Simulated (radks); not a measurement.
Results of a calculation; reference values are marked as such.
Question: The mean radii <r> (bohr) of the occupied orbitals of an atom or ion are listed with their occupations. Code: a radial shooting solver on a logarithmic mesh with Libxc functionals. Model: non-relativistic Kohn-Sham, LB94 model potential, spin-polarised, spherical densities, point nucleus.

| orbital | occ. | <r> |
|---|---|---|
| 1s down | 1 | 0.02486 |
| 1s up | 1 | 0.02486 |
| 2s up | 1 | 0.1060 |
| 2s down | 1 | 0.1060 |
| 2p up | 3 | 0.08991 |
| 2p down | 3 | 0.08990 |
| 3s down | 1 | 0.2734 |
| 3s up | 1 | 0.2734 |
| 3p up | 3 | 0.2628 |
| 3p down | 3 | 0.2628 |
| 3d up | 5 | 0.2334 |
| 3d down | 5 | 0.2335 |
| 4s up | 1 | 0.5726 |
| 4s down | 1 | 0.5723 |
| 4p up | 3 | 0.5760 |
| 4p down | 3 | 0.5757 |
| 4d up | 1 | 0.5765 |

Name the element and its charge. Open shells, if any, are filled with parallel spins first.

Answer: Z = 61, promethium, charge +24: Pm24+ in [Kr] 4d1. The 1s radius gives Z: for a bare nucleus <r> = 1.5/Z, 0.02459 bohr for Z = 61, and screening makes it slightly larger (0.02486 here). The occupations add up to 37, and the charge is Z minus that.
